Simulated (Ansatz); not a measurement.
`[CH3][Sn]([CH3])([CH3])[CH3]` and `C=C[Se][Sn]([CH3])([CH3])[CH3]` differ in one atom or group.

Ansatz, PBE0-D4/def2-TZVP geometries, multiplicity 1. Each molecule was computed in one conformer, which needn't be the lowest.

Elements past krypton have def2 core potentials. Scalar relativity is left out up to krypton.

| property | `[CH3][Sn]([CH3])([CH3])[CH3]` |
| --- | --- |
| LUMO energy (B3LYP/def2-TZVPP) / eV | 0.30 |
| HOMO energy (B3LYP/def2-TZVPP) / eV | -7.44 |
| HOMO–LUMO gap (B3LYP/def2-TZVPP) / eV | 7.74 |
| LUMO energy (ωB97M-V/def2-TZVPP) / eV | 2.04 |
| HOMO–LUMO gap (PBE/def2-TZVPP) / eV | 6.32 |
| size of the dipole moment (ωB97M-V/def2-TZVPP) / D | 0.00 |

(1) Give the same properties after the change, and the shifts. (Best estimate.)

Results:

(1) Ansatz gave: 
```tsv
property	`C=C[Se][Sn]([CH3])([CH3])[CH3]`	shift
LUMO energy (B3LYP/def2-TZVPP) / eV	-0.40	-0.70
HOMO energy (B3LYP/def2-TZVPP) / eV	-5.93	1.51
HOMO–LUMO gap (B3LYP/def2-TZVPP) / eV	5.53	-2.21
LUMO energy (ωB97M-V/def2-TZVPP) / eV	1.75	-0.29
HOMO–LUMO gap (PBE/def2-TZVPP) / eV	3.96	-2.36
size of the dipole moment (ωB97M-V/def2-TZVPP) / D	2.24	2.24
```

With PBE0 the HOMO rises by 1.51 eV and the LUMO falls by 0.81 eV, so the gap narrows by about 2.32 eV. PBE moves the HOMO by 1.38 eV and ωB97M-V by 1.59 eV.

B3LYP here is the variant with VWN-RPA as its local correlation; programs differ in this.

Spin–orbit coupling is left out; it splits and shifts lone-pair levels of the heavy atoms by tenths of an eV.
